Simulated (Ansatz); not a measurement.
`FC(F)C[SiH3]` + `[OH][GaH][Br]` → `[SiH3][O][GaH][Br]` + `CC(F)F` at 600 K and 1 bar (ligand exchange at the Si–C bond).

Gas-phase electronic energies from Ansatz, PBE0-D4/def2-TZVP geometries. CBS: MP2 limit from def2 TZ/QZ plus the TZ coupled-cluster correction, frozen cores. For Br, Ga outer-core shells are correlated without core-valence functions, which leaves a few kJ/mol of doubt a bond. Scalar relativity is left out up to krypton. Each species was taken in one conformer, which may not be the lowest.

```
             species  CCSD(T)/CBS energy (Eh)  H − E (kJ/mol)  S (J/(mol·K))
      `FC(F)C[SiH3]`               -568.37460           258.5          427.9
     `[OH][GaH][Br]`              -4573.71961            95.5          366.0
`[SiH3][O][GaH][Br]`              -4864.03713           155.7          463.4
            `CC(F)F`               -278.09861           199.3          340.7
```

H − E and S are ideal-gas, rigid-rotor, harmonic terms from PBE0-D4/def2-TZVP, for one conformer and one mirror image of each species. 1 Eh = 2625.50 kJ/mol, R = 8.31446 J/(mol·K).

Problem. By hand: ΔE, ΔH, ΔS and ΔG.

Solution. ΔE = (-4864.03713) + (-278.09861) − (-568.37460) − (-4573.71961) = -0.04153 Eh = -109.0 kJ/mol. Δ(H − E) = 155.7 + 199.3 − 258.5 − 95.5 = 1.0, so ΔH = -108.0 kJ/mol. ΔS = 463.4 + 340.7 − 427.9 − 366.0 = 10.2 J/(mol·K). ΔG = -108.0 − 600 × (10.2)/1000 = -114.1 kJ/mol.

Problem. By hand: the equilibrium constant, and the temperature at which ΔG would vanish if ΔH and ΔS stayed fixed.

Solution. log₁₀ K = −ΔG/(RT ln 10) = 9.9. ΔH and −TΔS have one sign here, so there is no such temperature.

The number of gas molecules stays the same, so ΔS is small and ΔH decides. A doubt of 5 kJ/mol in ΔE shifts log₁₀ K by 0.4 here. Other conformers and mirror images would add mixing entropy, several J/(mol·K) or more a flexible species. Modes under 60 cm⁻¹, often nearly free rotors, make the harmonic entropy too high. These are equilibria of isolated gas molecules and say nothing of rates. Largest T1 diagnostic: 0.012 (customary marks: 0.02 for closed shells, 0.045 for open ones).

ΔS is within the doubt of such terms, so its sign, and with it that verdict, could turn.
